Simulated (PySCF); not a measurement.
Numbering as in the mapped SMILES `[CH3:1][O:2][c:3]1[cH:4][cH:5][o:6][cH:7]1`. Each H is labelled by its parent atom.

Computational details: PBE0/pcSseg-1 with gauge-including orbitals, structure optimised with GFN2-xTB, in PySCF (non-relativistic Hamiltonian, one averaged value for each set of equivalent atoms, no solvent model, one conformer).

δ = σ(ref) − σ, references computed at the same level: TMS for ¹³C (σref 186.93) and ¹H (σref 31.72); H2O for ¹⁷O (σref 336.08).

```json
{"atoms": "C5", "nucleus": "¹³C", "count": "1", "Hirshfeld charge": "0.01", "δ (ppm)": "146.6"}
{"atoms": "C3", "nucleus": "¹³C", "count": "1", "Hirshfeld charge": "0.04", "δ (ppm)": "159.6"}
{"atoms": "O2", "nucleus": "¹⁷O", "count": "1", "Hirshfeld charge": "-0.12", "δ (ppm)": "?"}
{"atoms": "C7", "nucleus": "¹³C", "count": "1", "Hirshfeld charge": "-0.04", "δ (ppm)": "125.2"}
{"atoms": "C1", "nucleus": "¹³C", "count": "1", "Hirshfeld charge": "-0.03", "δ (ppm)": "?"}
{"atoms": "H(C4)", "nucleus": "¹H", "count": "1", "Hirshfeld charge": "0.06", "δ (ppm)": "6.45"}
{"atoms": "H(C5)", "nucleus": "¹H", "count": "1", "Hirshfeld charge": "0.06", "δ (ppm)": "7.33"}
{"atoms": "H(C7)", "nucleus": "¹H", "count": "1", "Hirshfeld charge": "0.05", "δ (ppm)": "7.00"}
{"atoms": "H(C1)", "nucleus": "¹H", "count": "3", "Hirshfeld charge": "0.05", "δ (ppm)": "3.83"}
{"atoms": "O6", "nucleus": "¹⁷O", "count": "1", "Hirshfeld charge": "-0.07", "δ (ppm)": "?"}
{"atoms": "C4", "nucleus": "¹³C", "count": "1", "Hirshfeld charge": "-0.10", "δ (ppm)": "110.8"}
```

**Question.** Complete the table.

**Answer.** 
- C1: 58.4 ppm, methyl carbon bonded to O; the inductive effect lowers its shielding
- O6: 270.2 ppm, aromatic ring oxygen
- O2: 74.2 ppm, ether oxygen

Shifts are as computed. Against solution values, carbons near 30 ppm lie about +3 ppm off and those near 130 ppm about +5 ppm. Of 246 compounds with measured shifts, 49 miss one by over three times the rms of a fit or turn the order of signals round; such compounds aren't used in these exercises. Unscaled 17O shifts of doubly bonded oxygen tend to come out too high, by tens of ppm or more. Experimental scales use liquid or dissolved standards, which lie at an offset from isolated H2O (liquid H2O: subtract about 36 ppm).
